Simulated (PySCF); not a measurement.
Atom-mapped SMILES (the numbers label the heavy atoms): `[O:1]=[C:2]([F:3])[CH2:4][CH2:5][C:6](=[O:7])[F:8]` (H(Xn): hydrogen on atom n).

Isolated molecule, a single conformation, fast rotation and ring inversion assumed for equivalent nuclei, non-relativistic Hamiltonian. Coordinates at the GFN2-xTB level; PBE0/pcSseg-1 with gauge-including orbitals; PySCF 2.14.0 with density-fitted response routines.

Scale: ¹³C (σ = 186.93 ppm) and ¹H (σ = 31.72 ppm) against TMS; H2O for ¹⁷O (σ = 336.08 ppm); ¹⁹F (σ = 170.95 ppm) vs CFCl3 (reference shieldings calculated alike).

```json
{"atoms": "F3/F8", "nucleus": "¹⁹F", "count": "2", "δ (ppm)": "?"}
{"atoms": "C2/C6", "nucleus": "¹³C", "count": "2", "δ (ppm)": "?"}
{"atoms": "H(C4)/H(C5)", "nucleus": "¹H", "count": "4", "δ (ppm)": "2.82"}
{"atoms": "C4/C5", "nucleus": "¹³C", "count": "2", "δ (ppm)": "29.8"}
{"atoms": "O1/O7", "nucleus": "¹⁷O", "count": "2", "δ (ppm)": "452.0"}
```

Question: Complete the table.

Answer: 
- C2/C6: 172.3 ppm, carbonyl carbon
- F3/F8: 52.7 ppm, fluorine bonded to C

Shifts are as computed. Against solution values, carbons near 30 ppm lie about +3 ppm off and those near 130 ppm about +5 ppm. Of 1211 compounds with measured shifts, 218 miss one by over three times the rms of a fit or turn the order of signals round; such compounds aren't used in these exercises. Unscaled 19F shifts against computed CFCl3 carry errors that often reach 10 to 50 ppm. Unscaled 17O shifts of doubly bonded oxygen tend to come out too high, by tens of ppm or more. Experimental scales use liquid or dissolved standards, which lie at an offset from isolated H2O (liquid H2O: subtract about 36 ppm).
